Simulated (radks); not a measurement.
Neutral cerium inside a hard spherical wall (all orbitals vanish at R), configuration held at [Xe] 4f1 5d1 6s2 and not refilled when levels cross. All-electron calculation, scalar-relativistic Kohn-Sham, LDA (Slater exchange, Perdew-Wang correlation), spin-polarised, spherical densities, finite nucleus; open shells are filled with parallel spins first (spin-orbit coupling, left out, can overturn this in heavy ions); Fermi nuclear charge, rms radius 4.8771 fm. Program: a radial shooting solver on a logarithmic mesh with Libxc functionals. Eigenvalues in eV for spin up, with the zero of energy where the potential of the charges vanishes at infinity; a dash marks a level that is unbound or too diffuse for the functional's potential to be trusted. A positive occupied level is held by the wall or, in an anion where self-interaction has pushed it up, behind a barrier. The pressure on the wall is -dE/dV.

R (bohr)  E (hartree)  kinetic (hartree)    e(5p)   e(4f)   e(6s)   e(5d)  e(6p, empty)  e(7s, empty)  pressure (GPa)
free       -8853.4818           9380.641  -23.599  -5.932  -4.025  -3.420        -1.480        -0.097               0
20         -8853.4818           9380.641  -23.599  -5.932  -4.025  -3.420        -1.480         0.019        < 0.0001
15         -8853.4818           9380.641  -23.597  -5.929  -4.023  -3.418        -1.469         0.357        0.000226
7          -8853.4239           9380.970  -22.141  -4.397  -2.525  -2.107         1.102        10.839            2.61
6          -8853.3315           9381.375  -20.947  -3.087  -0.797  -0.912         3.712        18.701            9.47
3.5        -8851.0662           9389.998   -9.814  10.118  27.947  13.538        40.688        104.65             634
2          -8823.6312           9476.591   64.482  70.869  235.27  110.19        267.45        530.12           36300
1.5        -8758.2423           9663.059   217.93  153.59  588.30  284.68        632.98        1160.7          259000
